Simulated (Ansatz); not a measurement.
Ansatz (a first-principles code) input (CCSD(T)/def2-TZVPPD):
A basis named .json is the Basis Set Exchange file of that set.

Ansatz 0.2 input:
```yaml
crystal:
  periodic: [false, false, false]
  atoms:
    - {symbol: Nb, position_ang: [0.33012928, 0.36377529, -0.22728905]}
    - {symbol: O, position_ang: [-0.88446054, 1.26817127, -0.98382573]}
    - {symbol: Cl, position_ang: [-0.37997744, -1.47412690, 1.01114454]}
basis:
  gaussian:
    orbitals: def2-TZVPPD.json
total_charge: 1
magnetization: {spin_polarized: true, initial_magnetization: 1}
correlation: {method: ccsd_t, electrons: outside_noble_gas}
```

Output:

```
Functional definition: HF
integrals: 0.54 GiB planned
927 factors; integrals over basis functions are off by at most 8.0e-4 eV
mean field: 0.48 GiB planned
mean field evaluation 1: about -16051.7506 eV, gradient 6.4e1 eV
mean field evaluation 2: about -16051.7595 eV, gradient 6.4e1 eV
mean field evaluation 4: about -16069.1161 eV, gradient 7.2e0 eV
mean field evaluation 8: about -16070.1734 eV, gradient 1.5e0 eV
mean field evaluation 16: about -16070.4529 eV, gradient 2.0e-1 eV
mean field evaluation 32: about -16070.4649 eV, gradient 4.6e-2 eV
mean field evaluation 64: about -16067.5178 eV, gradient 5.1e0 eV
mean field evaluation 96: about -16070.4601 eV, gradient 1.3e-1 eV
mean field evaluation 128: about -16070.4649 eV, gradient 7.6e-6 eV
mean field evaluation 160: about -16070.4700 eV, gradient 9.1e-2 eV
mean field evaluation 192: about -16068.8835 eV, gradient 9.2e0 eV
mean field evaluation 224: about -16067.6602 eV, gradient 3.5e0 eV
mean field evaluation 256: about -16070.2264 eV, gradient 1.8e0 eV
mean field evaluation 288: about -16067.9328 eV, gradient 9.9e0 eV
mean field evaluation 320: about -16068.3210 eV, gradient 5.7e-2 eV
mean field evaluation 352: about -16067.6536 eV, gradient 1.9e-3 eV
mean field evaluation 384: about -16067.8570 eV, gradient 1.1e0 eV
mean field evaluation 416: about -16067.8779 eV, gradient 1.3e0 eV
mean field evaluation 448: about -16070.4649 eV, gradient 1.0e-3 eV
mean field evaluation 480: about -16067.5108 eV, gradient 1.7e-1 eV
mean field evaluation 512: about -16067.5146 eV, gradient 2.0e-1 eV
mean field evaluation 544: about -16066.9134 eV, gradient 5.4e-1 eV
mean field evaluation 576: about -16069.1520 eV, gradient 2.3e0 eV
mean field evaluation 608: about -16066.4624 eV, gradient 3.8e0 eV
mean field evaluation 640: about -16067.2031 eV, gradient 2.7e0 eV
mean field evaluation 672: about -16067.0944 eV, gradient 2.9e-2 eV
mean field evaluation 704: about -16068.3007 eV, gradient 1.5e0 eV
mean field evaluation 736: about -16068.3211 eV, gradient 3.6e-3 eV
mean field evaluation 768: about -16067.4565 eV, gradient 5.6e-1 eV
mean field evaluation 800: about -16068.1237 eV, gradient 4.5e-4 eV
mean field evaluation 832: about -16068.2497 eV, gradient 2.0e-1 eV
mean field evaluation 864: about -16067.4505 eV, gradient 4.7e-2 eV
mean field evaluation 896: about -16067.8810 eV, gradient 5.9e-1 eV
mean field evaluation 928: about -16067.0956 eV, gradient 2.9e-1 eV
mean field evaluation 960: about -16067.0947 eV, gradient 6.3e-4 eV
mean field -16070.47005949 eV, -590.5788817306 hartree, gradient 3.7e-9 eV, S^2 0.894801; 23 other end points of the search recorded, 0 dependent functions left out
determinant -16070.47005949 eV, -590.5788817306 hartree, with singles and doubles -16085.92765760 eV, -591.1469379834 hartree
determinant -16070.46485791 eV, -590.5786905759 hartree, with singles and doubles -16085.96320436 eV, -591.1482443028 hartree
determinant -16068.32111663 eV, -590.4999095369 hartree, with singles and doubles -16081.75963525 eV, -590.9937659871 hartree
determinant -16068.25838661 eV, -590.4976042511 hartree, with singles and doubles -16081.97215180 eV, -591.0015758263 hartree
determinant -16068.12370349 eV, -590.4926547378 hartree, with singles and doubles -16081.63663353 eV, -590.9892457572 hartree
determinant -16068.06085550 eV, -590.4903451167 hartree, with singles and doubles -16081.54490454 eV, -590.9858747791 hartree
determinant -16067.95346719 eV, -590.4863986692 hartree, with singles and doubles -16081.62368461 eV, -590.9887698933 hartree
determinant -16067.65360594 eV, -590.4753789715 hartree, with singles and doubles -16082.42366762 eV, -591.0181687266 hartree
determinant -16067.46492039 eV, -590.4684449053 hartree, with singles and doubles -16080.96508036 eV, -590.9645666335 hartree
determinant -16067.45131343 eV, -590.4679448587 hartree, with singles and doubles -16081.40662514 eV, -590.9807931052 hartree
determinant -16067.09468434 eV, -590.4548389815 hartree, with singles and doubles -16081.48244822 eV, -590.9835795516 hartree
determinant -16066.97196547 eV, -590.4503291462 hartree, with singles and doubles -16081.93424809 eV, -591.0001828908 hartree
determinant -16070.47005949 eV, -590.5788817306 hartree, with singles and doubles -16085.89432720 eV, -591.1457131137 hartree
determinant -16070.46485791 eV, -590.5786905759 hartree, with singles and doubles -16085.93612512 eV, -591.1472491592 hartree
10 core orbitals not correlated
reference -16070.46485791 eV, -590.5786905759 hartree; 9, 8 occupied and 128, 129 virtual orbitals, 927 factors
second order -15.62828631 eV of doubles, -0.00000000 eV of singles
coupled cluster: 1.34 GiB planned
cycle   1  -15.47127029 eV  change   -3.1e-6 eV  update   4.6e-6
coupled cluster: 1.35 GiB planned
perturbative correction -1.04310855 eV, -0.0383335322 hartree
Total energy: -16086.97923675 eV, -591.1855828045 hartree
```

This state (charge 1, doublet) is run at the relaxed geometry of the species with charge 0 and multiplicity 3.

The determinant is spin-contaminated: <S^2> is 0.93 against 0.75 for a pure state.
